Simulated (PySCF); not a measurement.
## Simulated absorption spectrum

C6H10OS.
SMILES with atom numbers: `[O:1]=[S@:2]1[C@H:3]2[CH2:4][CH2:5][C@@H:6]1[CH2:7][CH2:8]2` (hydrogens: H9 on C3; H10, H11 on C4; H12, H13 on C5; H14 on C6; H15, H16 on C7; H17, H18 on C8)

Level of theory: TDDFT B3LYP/def2-SVPD, vertical, gas phase, core orbitals frozen in the response in PySCF 2.14.0, density-fitted response routines. Geometry: PBE0-D3(BJ)/def2-SVP; no solvent, vibrations or thermal averaging.

Computed states:

| state | E (eV) | f |
| --- | --- | --- |
| S1 | 5.57 | 0.022 |
| S2 | 5.74 | 0.0004 |
| S3 | 5.81 | 0.026 |
| S4 | 6.31 | 0.0066 |
| S5 | 6.42 | 0.0001 |
| S6 | 6.46 | 0.023 |
| S7 | 6.61 | 0.013 |
| S8 | 6.76 | 0.0006 |
| S9 | 6.91 | 0.033 |
| S10 | 7.21 | 0.0032 |

Each state is given a Gaussian of 0.5 eV full width at half maximum, with ε(max) = 2.175×10⁸ f / Δν̃ (Δν̃ the width in cm⁻¹). The width is an assumption, not a result. The curve ends short of the highest state used, and states not computed would add to its high-energy end.

Question: What does the envelope look like, and where are its maxima?

Answer: 
λ (nm), ε (L mol⁻¹ cm⁻¹) and a bar:
```
    187.5       2547 ##############################
    190.5       2437 #############################
    193.6       2143 #########################
    196.6       1730 ####################
    199.6       1358 ################
    202.7       1195 ##############
    205.7       1308 ###############
    208.7       1608 ###################
    211.8       1955 #######################
    214.8       2185 ##########################
    217.8       2233 ##########################
    220.9       2084 #########################
    223.9       1792 #####################
    226.9       1422 #################
    230.0       1031 ############
    233.0        697 ########
    236.0        437 #####
    239.1        249 ###
    242.1        135 ##
    245.1         68 #
    248.2         32 
    251.2         14 
    254.2          6 
    257.3          2
```

Maxima: 217 nm (5.71 eV), ε about 2200, made up of S1 (42%) and S3 (56%) (ε in L mol⁻¹ cm⁻¹; maxima over ε = 5, shares over 10%). At its high-energy end, 6.61 eV, the curve is still rising (ε about 2500, from S6, S7 and S9).

Question: Coming from long wavelengths, where does ε first pass 100 L mol⁻¹ cm⁻¹?

Answer: At about 243 nm (5.09 eV), 0.48 eV below S1.

Question: On this curve, what absorbance would a 10⁻⁵ mol/L sample give at 254 nm over a 1 cm path?

Answer: 254 nm is 4.881 eV, where ε is about 6.3 L mol⁻¹ cm⁻¹, so A = ε c l ≈ 6.3e-05 (Beer–Lambert, with the gas-phase spectrum and the assumed width).

Question: What would ε be at 5.71 eV, the highest of these maxima, with half the width (0.25 eV)?

Answer: About 2770 L mol⁻¹ cm⁻¹ against 2240, a factor of about 1.2; a lone state at its own centre would give exactly 2.

The vertical ionisation energy (ΔSCF) is 8.66 eV, 1.45 eV above S10.

On Arm Neoverse V2, one thread, on a shared host, this took 2.4 min wall.
